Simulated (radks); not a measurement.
Question: Radial electron density D(r) = 4 pi r^2 rho(r) of an atom or ion with 43 electrons. Calculated with a radial shooting solver on a logarithmic mesh with Libxc functionals: Dirac Kohn-Sham, PBE, spin-unpolarised, spherical densities, point nucleus.

| r (bohr) | D(r) (e/bohr) |
|---|---|
| 0.0013 | 1.710 |
| 0.001526 | 2.267 |
| 0.001777 | 2.953 |
| 0.002085 | 3.886 |
| 0.002427 | 5.021 |
| 0.002826 | 6.454 |
| 0.003316 | 8.354 |
| 0.00386 | 10.60 |
| 0.00453 | 13.50 |
| 0.005274 | 16.83 |
| 0.006189 | 20.97 |
| 0.007205 | 25.51 |
| 0.008388 | 30.57 |
| 0.009843 | 36.32 |
| 0.01146 | 41.92 |
| 0.01345 | 47.56 |
| 0.01565 | 52.22 |
| 0.01822 | 55.71 |
| 0.02139 | 57.65 |
| 0.0249 | 57.62 |
| 0.02922 | 55.79 |
| 0.03401 | 53.04 |
| 0.0396 | 50.43 |
| 0.04647 | 49.35 |
| 0.0541 | 51.08 |
| 0.06348 | 56.10 |
| 0.0739 | 62.78 |
| 0.08672 | 69.19 |
| 0.101 | 71.75 |
| 0.1175 | 69.08 |
| 0.1379 | 61.36 |
| 0.1606 | 52.79 |
| 0.1884 | 47.27 |
| 0.2194 | 47.87 |
| 0.2554 | 52.56 |
| 0.2997 | 56.43 |
| 0.3489 | 54.03 |
| 0.4094 | 43.99 |
| 0.4766 | 31.10 |
| 0.5593 | 19.95 |
| 0.6512 | 14.87 |
| 0.758 | 14.37 |
| 0.8896 | 15.30 |
| 1.036 | 14.80 |
| 1.215 | 12.17 |
| 1.415 | 8.689 |
| 1.647 | 5.443 |
| 1.933 | 2.940 |
| 2.25 | 1.470 |
| 2.641 | 0.6378 |
| 3.074 | 0.2713 |
| 3.579 | 0.1290 |
| 4.2 | 0.09031 |
| 4.889 | 0.09195 |
| 5.737 | 0.09488 |
| 6.679 | 0.08250 |
| 7.838 | 0.05543 |
| 9.125 | 0.02948 |
| 10.62 | 0.01177 |
| 12.47 | 0.003076 |
| 14.51 | 0.0005664 |

What is the nuclear charge?

Answer: Z = 45. The innermost maximum, from 1s, lies near gamma/Z bohr with gamma = sqrt(1 - (Z/c)^2) = 0.945, here 0.021 bohr (found: 0.0230), and its height grows with Z. The density is that of the rhodium ion Rh2+ in [Ar] 3d10 4s1.5 4p6 4d7 4f0.5; the configuration itself is not fixed sharply by these data, and Z only to a few units. D(r) has 5 maxima, at r = 0.0230, 0.101, 0.307, 0.926, 5.51 bohr, and minima at 0.0457, 0.199, 0.717, 4.41 bohr, inside which lie 2.04, 11.12, 29.12, 42.61 electrons.
